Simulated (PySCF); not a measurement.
Hg2H4 at several levels of theory

Computed with PySCF 2.14.0 (density fitting, no spin-orbit coupling) at the geometry relaxed with B3LYP:

```xyz
6
Hg2H4 (singlet; a saddle point, relaxed within its symmetry)
Hg   -0.6485    0.0000    1.9732
Hg    0.6485    0.0000   -1.9732
H     1.6048    0.0000   -0.6060
H    -1.6048    0.0000    0.6060
H     0.2926    0.0000    3.3429
H    -0.2926    0.0000   -3.3429
```

| level | basis | state | HOMO (eV) | gap (eV) | charge on Hg1 (e) | dipole about the centre of mass (D) | largest force component (eV/Å) |
| --- | --- | --- | --- | --- | --- | --- | --- |
| B3LYP | Hg def2-SVP with ECP60, H def2-SVP | singlet | -7.82 | 6.67 | 0.26 | 0.00 | 0.00 |
| B3LYP | Hg def2-TZVP with ECP60, H def2-TZVP | singlet | -7.90 | 6.51 | 0.24 | 0.00 | 0.10 |
| B3LYP | Hg x2c-SVPall, H x2c-SVPall | singlet | -7.83 | 6.49 | 0.01 | 0.00 | 0.07 |

Charges are Mulliken's, which hang on the basis. The relaxation used the grid (50, 194), these runs (75, 302) or, all-electron (x2c bases, spin-free X2C Hamiltonian), (99, 590).

(1) Order these levels, in the first row's basis, by the HOMO–LUMO gap they give here, smallest first.
A. BLYP
B. TPSSh
C. TPSS
D. BP86

(2) And their other results?

Answers

(1) A (5.27 eV), D (5.43 eV), C (5.72 eV), B (6.39 eV).

(2) 
| level | state | HOMO (eV) | gap (eV) | charge on Hg1 (e) | dipole about the centre of mass (D) | largest force component (eV/Å) |
| --- | --- | --- | --- | --- | --- | --- |
| BP86 | singlet | -7.02 | 5.43 | 0.25 | 0.00 | 0.04 |
| TPSSh | singlet | -7.48 | 6.39 | 0.31 | 0.00 | 0.05 |
| TPSS | singlet | -7.06 | 5.72 | 0.30 | 0.00 | 0.01 |
| BLYP | singlet | -6.78 | 5.27 | 0.24 | 0.00 | 0.14 |
